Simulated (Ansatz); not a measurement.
Ideal-gas functions of `F[SiH2]C=S` at 500 K and 1 bar, from an Ansatz frequency run at PBE0-D4/def2-TZVP.

Molar mass 94.19 g/mol, point group Cs (symmetry number 1), electronic degeneracy 1, moments of inertia 23.963, 259.837, 277.746 u Å². Harmonic wavenumbers (cm⁻¹, unscaled): 62, 138, 259, 526, 725, 728, 781, 863, 905, 945, 1093, 1243, 2260, 2267, 3091.

Use S(trans) = R[1.5 ln M + 2.5 ln T − 1.1517]; rotational temperatures θ = 24.2544 K / I; S(rot) = R[ln(√π/σ · √(T³/θAθBθC)) + 1.5]; for each mode x = 1.438777 ν̃/T, S = R[x/(eˣ − 1) − ln(1 − e⁻ˣ)] and H = RT x/(eˣ − 1); 1 cm⁻¹ = 0.0119627 kJ/mol; R = 8.31446 J/(mol·K).

**Question.** By hand: the entropy, in J/(mol·K).

**Answer.** Translation 176.3. Rotation: θ = 1.0122, 0.0933, 0.0873 K, giving 114.7. Vibration, mode by mode: 22.66, 16.05, 10.95, 5.62, 3.56, 3.54, 3.14, 2.60, 2.37, 2.16, 1.54, 1.09, 0.09, 0.09, 0.01, in all 75.5. Electronic 0.0. Sum 366.5 J/(mol·K).

**Question.** By hand: H − E and G − E in kJ/mol, counted from the electronic energy.

**Answer.** Zero-point energy ½ × 15886 × 0.0119627 = 95.0; thermal vibration 19.0; translation, rotation and pV give 4 RT = 16.6. H − E = 130.6 kJ/mol, and G − E = 130.6 − 500 × 366.5/1000 = -52.7 kJ/mol.

Vibration gives 21 % of the entropy, 38.7 J/(mol·K) of it from the modes under 150 cm⁻¹: soft modes count most, and the harmonic formula is weakest for them. The sum counts one conformer and one mirror image; others add a mixing term.
